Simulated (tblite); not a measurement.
Species: C8H7S (doublet state).
Bonds: C1–C2, C2–S3 (double), C2–C4, C4–C5 (aromatic), C5–C6 (aromatic), C6–C7 (aromatic), C7–C8 (aromatic), C8–C9 (aromatic), C4–C9 (aromatic). Hydrogens: H10, H11, H12 on C1; H13 on C5; H14 on C6; H15 on C8; H16 on C9.
Bond orders are those of one Lewis drawing.

Computed with GFN2-xTB (tblite), gas phase: L-BFGS steps from a force-field or distance-geometry start until the largest atomic force falls under 0.01 eV/Å.

Step 4: E = -647.9072 eV
```
atom  x, y, z in Å  |  force x, y, z in eV/Å
C1      2.3690    0.4718    0.0799    0.018  -0.044   0.029
C2      1.3958   -0.5121   -0.4620   -0.173  -0.133   0.022
S3      1.8724   -1.8201   -1.3137    0.092  -0.036  -0.034
C4     -0.0095   -0.2689   -0.1773   -0.089  -0.064   0.016
C5     -0.4676    1.0397   -0.0167   -0.042   0.044   0.004
C6     -1.8071    1.2827    0.2491   -0.055  -0.028   0.009
C7     -2.6335    0.2026    0.3651   -0.074   0.079   0.030
C8     -2.2427   -1.0972    0.2375   -0.029  -0.033  -0.030
C9     -0.9047   -1.3330   -0.0453    0.046  -0.009  -0.060
H10     3.2449   -0.0520    0.4411    0.209  -0.037   0.026
H11     1.9088    1.0271    0.8889    0.160   0.115   0.157
H12     2.6906    1.1630   -0.6949    0.040   0.062  -0.098
H13     0.2067    1.8757   -0.1214   -0.040   0.033  -0.062
H14    -2.1545    2.2962    0.3592   -0.085   0.059   0.009
H15    -2.9326   -1.9208    0.3415    0.008   0.009   0.020
H16    -0.5437   -2.3458   -0.1424    0.015  -0.016  -0.038
```

Step 5: E = -647.9116 eV
```
atom  x, y, z in Å  |  force x, y, z in eV/Å
C1      2.3693    0.4703    0.0802    0.034  -0.052   0.042
C2      1.3931   -0.5161   -0.4609   -0.049  -0.071   0.034
S3      1.8757   -1.8218   -1.3153    0.054   0.010   0.006
C4     -0.0114   -0.2713   -0.1768   -0.029   0.039  -0.004
C5     -0.4683    1.0384   -0.0168   -0.078   0.042   0.009
C6     -1.8071    1.2856    0.2494   -0.108   0.005   0.018
C7     -2.6328    0.2051    0.3654   -0.071  -0.074   0.022
C8     -2.2436   -1.0984    0.2364   -0.080   0.067  -0.008
C9     -0.9055   -1.3333   -0.0475   -0.050  -0.050  -0.027
H10     3.2492   -0.0506    0.4410    0.153  -0.037  -0.004
H11     1.9174    1.0303    0.8926    0.134   0.071   0.110
H12     2.6912    1.1627   -0.6949    0.015   0.029  -0.088
H13     0.2019    1.8751   -0.1233    0.028   0.063  -0.066
H14    -2.1596    2.3010    0.3600   -0.019  -0.049  -0.007
H15    -2.9340   -1.9239    0.3425    0.044   0.073   0.009
H16    -0.5432   -2.3442   -0.1435    0.021  -0.067  -0.046
```

Step 6: E = -647.9151 eV
```
atom  x, y, z in Å  |  force x, y, z in eV/Å
C1      2.3703    0.4683    0.0812    0.064  -0.026   0.046
C2      1.3903   -0.5203   -0.4592    0.071   0.016   0.053
S3      1.8794   -1.8231   -1.3166    0.013   0.049   0.045
C4     -0.0137   -0.2720   -0.1764   -0.011   0.012  -0.020
C5     -0.4700    1.0379   -0.0168   -0.119   0.083   0.013
C6     -1.8091    1.2882    0.2500   -0.112  -0.060   0.014
C7     -2.6338    0.2054    0.3662   -0.058  -0.025   0.019
C8     -2.2455   -1.0978    0.2352   -0.054   0.019  -0.004
C9     -0.9072   -1.3349   -0.0498   -0.077   0.015  -0.004
H10     3.2553   -0.0502    0.4407    0.071  -0.021  -0.044
H11     1.9270    1.0341    0.8977    0.124   0.007   0.038
H12     2.6918    1.1628   -0.6963   -0.022  -0.037  -0.035
H13     0.1984    1.8757   -0.1261    0.046   0.053  -0.060
H14    -2.1641    2.3038    0.3605    0.006  -0.086  -0.012
H15    -2.9344   -1.9252    0.3436    0.044   0.098   0.003
H16    -0.5425   -2.3440   -0.1453    0.014  -0.095  -0.050
```

Question: Estimate the geometry and energy of step 7. (The exact step hangs on the optimiser's Hessian estimate; all steps are aligned on step 6, rigid shifts and turns removed.)

Answer: E = -647.9182 eV, largest force 0.171 eV/Å
```
atom  x, y, z in Å  |  force x, y, z in eV/Å
C1      2.3726    0.4663    0.0828    0.076   0.002   0.038
C2      1.3888   -0.5237   -0.4565    0.122   0.095   0.073
S3      1.8831   -1.8234   -1.3170   -0.019   0.072   0.073
C4     -0.0163   -0.2726   -0.1764    0.008   0.063  -0.020
C5     -0.4735    1.0394   -0.0166   -0.058   0.020  -0.009
C6     -1.8127    1.2890    0.2507   -0.085  -0.038   0.007
C7     -2.6363    0.2058    0.3673   -0.061  -0.056   0.014
C8     -2.2477   -1.0973    0.2340   -0.030   0.033   0.003
C9     -0.9099   -1.3359   -0.0519   -0.039   0.013   0.001
H10     3.2623   -0.0503    0.4396    0.006  -0.009  -0.074
H11     1.9380    1.0375    0.9029    0.111  -0.046  -0.020
H12     2.6919    1.1620   -0.6981   -0.049  -0.091   0.014
H13     0.1960    1.8771   -0.1297    0.023   0.022  -0.045
H14    -2.1682    2.3049    0.3608    0.010  -0.098  -0.012
H15    -2.9341   -1.9246    0.3446    0.005   0.068   0.002
H16    -0.5417   -2.3455   -0.1478   -0.020  -0.051  -0.045
```

The energy changes by -0.0031 eV. The first-order estimate −F·Δx gives -0.0043 eV and the mean of the old and new forces, exact on a quadratic surface, -0.0031 eV. The step makes an angle of 53° with the force vector and moves no atom by more than 0.013 Å.

What follows is the cost of the whole relaxation. On one thread, Arm Neoverse V2 (aarch64) (shared host), this took 0.54 s wall.
